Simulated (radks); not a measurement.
Results of a calculation; reference values are marked as such.
Radial electron density D(r) = 4 pi r^2 rho(r) of an atom or ion with 45 electrons. Code: a radial shooting solver on a logarithmic mesh with Libxc functionals. Model: scalar-relativistic Kohn-Sham, r2SCAN, spin-polarised, spherical densities, finite nucleus; meta-GGA in the generalised Kohn-Sham scheme; Fermi nuclear charge, rms radius of each element as measured or else 0.836 A^(1/3) + 0.57 fm.

```
   r/bohr * D(r) (the largest magnitude, 71.6, reaches the edge; | marks zero)
 0.002695 |    *
 0.003137 |     *
 0.003623 |      *
 0.004184 |        *
 0.004871 |          *
 0.005626 |             *
 0.006549 |                *
 0.007564 |                    *
 0.008735 |                       *
  0.01017 |                            *
  0.01174 |                                *
  0.01356 |                                    *
  0.01579 |                                       *
  0.01824 |                                         *
  0.02123 |                                           *
  0.02452 |                                           *
  0.02831 |                                          *
  0.03296 |                                        *
  0.03807 |                                      *
  0.04432 |                                     *
  0.05118 |                                     *
  0.05911 |                                        *
  0.06881 |                                             *
  0.07947 |                                                  *
  0.09178 |                                                     *
   0.1068 |                                                      *
   0.1234 |                                                   *
   0.1436 |                                            *
   0.1659 |                                      *
   0.1916 |                                   *
    0.223 |                                    *
   0.2576 |                                        *
   0.2975 |                                          *
   0.3463 |                                         *
      0.4 |                                  *
   0.4656 |                        *
   0.5377 |                *
    0.621 |           *
    0.723 |          *
   0.8349 |           *
    0.972 |           *
    1.123 |          *
    1.296 |        *
    1.509 |     *
    1.743 |   *
    2.013 |  *
    2.343 | *
    2.706 |*
    3.151 |*
    3.639 *
    4.202 *
    4.892 *
     5.65 *
    6.525 *
    7.596 *
    8.772 *
    10.21 *
```

What is the nuclear charge?

Answer. Z = 45. The innermost maximum, from 1s, lies near gamma/Z bohr with gamma = sqrt(1 - (Z/c)^2) = 0.945, here 0.021 bohr (found: 0.0230), and its height grows with Z. The density is that of neutral rhodium in [Kr] 4d8 5s1; the configuration itself is not fixed sharply by these data, and Z only to a few units. D(r) has 4 maxima, at r = 0.0230, 0.101, 0.307, 0.926 bohr, and minima at 0.0458, 0.199, 0.711 bohr, inside which lie 2.03, 11.11, 29.07 electrons.
